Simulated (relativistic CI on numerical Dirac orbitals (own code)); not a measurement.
Spin-allowed bands of a d3 ion in an octahedral site, by hand

Problem. Take Δ = 18300 cm⁻¹ and B = 590 cm⁻¹ for a d3 ion in an octahedral site. Calculate the three spin-allowed bands.

Working.
1. The terms of highest spin are 4F (energy 0) and 4P (15B = 8850 cm⁻¹). Here the F term splits into A2 at −1.2Δ = -21960, T2 at −0.2Δ = -3660 and T1 at +0.6Δ = 10980 cm⁻¹.
2. The two T1 states mix through the element 0.4Δ: H = [[10980, 7320], [7320, 8850]], with roots ½(H₁₁ + H₂₂) ∓ ½√[(H₂₂ − H₁₁)² + 4H₁₂²] = ½(19830) ∓ ½(14794) = 2518 and 17312 cm⁻¹.
3. The ground term is 4A2 at -21960 cm⁻¹.
4. Bands: 4T2 18300 cm⁻¹ (546 nm), 4T1(F) 24478 cm⁻¹ (409 nm), 4T1(P) 39272 cm⁻¹ (255 nm).

Check. Exact diagonalisation of the whole d3 shell with these parameters gives 4T2 18300, 4T1 24478, 4T1 39272 cm⁻¹. The match is exact, since without spin-orbit coupling no other term has this spin. The ratio of the second band to the first, 1.338, depends on Δ/B = 31.0 alone, which is how a Tanabe-Sugano diagram is read.
